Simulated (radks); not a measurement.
Charge is removed step by step from the 3s down level of neutral sulfur, starting from [Ne] 3s(up 1, down 1) 3p4. Method: scalar-relativistic Kohn-Sham, r2SCAN, spin-polarised, spherical densities, finite nucleus; open shells are filled with parallel spins first; meta-GGA in the generalised Kohn-Sham scheme; Fermi nuclear charge, rms radius 3.2611 fm; computed with a radial shooting solver on a logarithmic mesh with Libxc functionals.

| removed (e) | E - E(0) (eV) | eigenvalue (eV) | E minus straight line (eV) |
|---|---|---|---|
| 0 | 0.000 | -16.497 | 0.000 |
| 0.125 | 2.132 | -17.617 | -0.488 |
| 0.25 | 4.404 | -18.745 | -0.835 |
| 0.375 | 6.818 | -19.875 | -1.040 |
| 0.5 | 9.372 | -20.998 | -1.105 |
| 0.625 | 12.066 | -22.104 | -1.031 |
| 0.75 | 14.897 | -23.186 | -0.820 |
| 0.875 | 17.861 | -24.240 | -0.475 |
| 1 | 20.956 | -25.275 | 0.000 |

Removing the whole electron costs 20.956 eV by Delta-SCF, against 16.497 eV from minus the eigenvalue at the starting occupation. Slater's transition state (half an electron removed) gives 20.998 eV. Integrating minus the eigenvalue over the occupation (Janak's theorem) gives 20.957 eV. In this scalar-relativistic scheme the density is built from large components alone, so the theorem holds only approximately. The mean slope of the eigenvalue, de/dn, is 8.78 eV per electron.
